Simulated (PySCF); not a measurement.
# Ionisation energy of Lu⁵⁵⁺ by level of theory

Lu⁵⁵⁺ [Ne] 3s2 3p4 (3P) → Lu⁵⁶⁺ [Ne] 3s2 3p3 (4S), as a difference of total energies. Calculation: PySCF 2.14, in an even-tempered Gaussian basis (17 s from 13 bohr⁻², ratio 2.5; 12 p from 17 bohr⁻², ratio 2.5; 4 d from 71 bohr⁻², ratio 2.7; 4 f from 110 bohr⁻², ratio 2.7); scalar relativity by spin-free X2C-1e. Correlated levels: outer shells: 1s2 frozen; virtual orbitals above 40 to 60 times the deepest correlated orbital energy dropped. The calculations carry no spin-orbit coupling.

```
                method  ionisation energy (eV)
                   UHF                  5484.8
    MP2 (outer shells)                  5486.0
SCS-MP2 (outer shells)                  5486.0
   CCSD (outer shells)                  5486.0
CCSD(T) (outer shells)                  5486.0
```

Spin-orbit coupling is strong in these open shells (close to jj coupling). The scalar numbers leave it out and a first-order estimate fails, so it can dominate the gap to the real levels.

The ground level that NIST lists for one species does not belong to the high-spin term computed here, so part of any gap is the choice of state.

Breit and QED terms and the two-electron picture change are absent.

For comparison: 5408 ± 5 eV (theoretical estimate listed by NIST; NIST Atomic Spectra Database, ionization energies).
